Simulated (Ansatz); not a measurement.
```yaml
crystal:
  periodic: [true, true, true]
  atoms:
    - {symbol: C, position_ang: [-0.775371, 0.284544, 1.156499]}
    - {symbol: C, position_ang: [-0.152217, -0.593676, -0.051799]}
    - {symbol: C, position_ang: [1.329809, -0.305462, -0.345581]}
    - {symbol: Sn, position_ang: [-1.407588, -0.425502, -1.865716]}
    - {symbol: Cl, position_ang: [-0.928347, 1.950353, -2.118808]}
    - {symbol: H, position_ang: [-1.788613, 0.044041, 1.305160]}
    - {symbol: H, position_ang: [-0.726338, 1.271669, 0.844466]}
    - {symbol: H, position_ang: [-0.142765, 0.106298, 1.985340]}
    - {symbol: H, position_ang: [-0.324289, -1.674420, 0.297494]}
    - {symbol: H, position_ang: [1.880367, -0.435687, 0.604032]}
    - {symbol: H, position_ang: [1.706295, -0.941050, -1.083515]}
    - {symbol: H, position_ang: [1.438826, 0.718086, -0.637430]}
basis:
  gaussian: {orbitals: def2-mTZVPP, final_grid: {core_spheres: 20, valence_spheres: 16, degree: 47}}
hamiltonian: {xc: {name: B2GP-PLYP}}
```

```sh
$ ansatz run in.yaml --threads 8 --pin off --events-out ev --progress --plain --max-ram 18278MiB
```

**Question.** How does Ansatz answer? (Best estimate.)

**Answer.** Ansatz gave: The input was rejected before any iteration.
```
Error: YAML parse error: error: line 2 column 3: crystal: missing field `lattice` (a structure is typed as `lattice` and `atoms`, a molecule's as `atoms` in Å alone, or read from a run's directory, `checkpoint`)
 --> <input>:2:3
1 | crystal:
2 |   periodic: [true, true, true]
3 |   atoms:
4 |     - {symbol: C, position_ang: [-0.775371, 0.284544, 1.156499]}
```
